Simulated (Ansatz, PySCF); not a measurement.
Species: GeH3 (charge +1, singlet). 
Coordinates optimised at B3LYP-D3(BJ)/def2-TZVP (Ansatz, an electronic-structure program):
```xyz
4

Ge     0.0000     0.0000     0.0000
H     -0.8826    -1.2427    -0.0236
H     -0.6350     1.3859     0.0016
H      1.5175    -0.1432     0.0219
```
Charge +1, spin multiplicity 1.

Total electronic energies in hartree. Cores are frozen in the correlated levels unless marked. Spin-orbit coupling is left out. Frozen are the shells of the preceding noble gas and the d and f shells that filled before the atom's block. Non-relativistic. FCI takes restricted orbitals. CBS marks a two-point X^-3 extrapolation of the correlation energy; Hartree-Fock from the larger set (for Q and 5 zeta extrapolated as (X+1)exp(-9√X)).

```
level                                program  energy (Eh)
----------------------------  --------------  -----------
HF/aug-cc-pVDZ                        Ansatz  -2076.76297
HF-D3(BJ)/def2-TZVPD           PySCF + dftd3  -2076.81069
RI-HF/cc-pVTZ                         Ansatz  -2076.83538
PBE-D4/def2-TZVPD             Ansatz + dftd4  -2078.12853
BLYP-D4/def2-TZVPD            Ansatz + dftd4  -2078.50805
revPBE-D3(BJ)/def2-TZVPD      Ansatz + dftd3  -2078.29933
M06-L/def2-TZVPD                       PySCF  -2078.40695
wB97M-V/def2-TZVPD                    Ansatz  -2078.32507
B2PLYP-D3(BJ)/def2-TZVPD      Ansatz + dftd3  -2078.03669
MP2/STO-3G                            Ansatz  -2053.28180
SCS-MP2/cc-pVDZ                       Ansatz  -2076.85293
SCS-MP2/cc-pVTZ                       Ansatz  -2076.94783
CCSD(T)/cc-pVDZ                       Ansatz  -2076.86744
FCI/6-31G                             Ansatz  -2076.50541
CCSD(T)/CBS(cc-pVQZ,cc-pV5Z)          Ansatz   -2076.9723
```

Totals of different functionals don't rank their quality; only differences between species are comparable.
